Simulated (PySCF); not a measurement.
Spectrum to structure. Method used: PySCF 2.14.0, density-fitted response routines, TDDFT CAM-B3LYP/def2-SVPD, vertical, gas phase, core orbitals frozen in the response. Geometries: GFN2-xTB, one conformer each.

```
state  λ (nm)      f
   S1   277.6  0.067
   S2   253.1  0.017
   S3   224.7  0.122
   S4   202.0  0.111
   S5   191.3  0.030
   S6   188.1  0.048
   S7   185.5  0.045
   S8   177.6  0.028
```

Orbital energies (eV): HOMO-3 -10.28, HOMO-2 -9.23, HOMO-1 -8.82, HOMO -7.94, LUMO -0.66, LUMO+1 1.09, LUMO+2 1.47.

Task: Which candidate is it?
A. `C=C[P@@H](=O)C1CC1`
B. `C=Pc1ccoc1`
C. `CP1(=O)CC=CC1`
D. `C=Cc1cpco1`

Result: B. Its S1, at 4.47 eV, is the lowest among the candidates; the nearest of the others has S1 at 4.77 eV. S1 is HOMO→LUMO (81%), HOMO-2→LUMO (16%). Löwdin shares by element: HOMO carbon 70% or more (atoms not listed hold the other 30%); LUMO carbon 47% or more, phosphorus 39%. At the same level the other candidates give, for their lowest levels:
- `C=Cc1cpco1`: 260 nm (f 0.241); 229 nm (f 0.059); 210 nm (f 0.006); 201 nm (f 0.626); 200 nm (f 0.006); T1 2.84 eV; HOMO -7.63, LUMO -0.30 eV
- `C=C[P@@H](=O)C1CC1`: 199 nm (f 0.003); 189 nm (f 0.026); 169 nm (f 0.011); 168 nm (f 0.412); 166 nm (f 0.081); T1 4.39 eV; HOMO -9.16, LUMO 0.41 eV
- `CP1(=O)CC=CC1`: 182 nm (f 0.015); 178 nm (f 0.099); 175 nm (f 0.003); 169 nm (f 0.001); 166 nm (f 0.056); T1 4.38 eV; HOMO -8.88, LUMO 1.05 eV

Shape of the structure used: `[CH2:1]=[P:2][c:3]1[cH:4][cH:5][o:6][cH:7]1`: C1–P2–C3–C4 -150°.
Triplets come from the Tamm–Dancoff approximation.
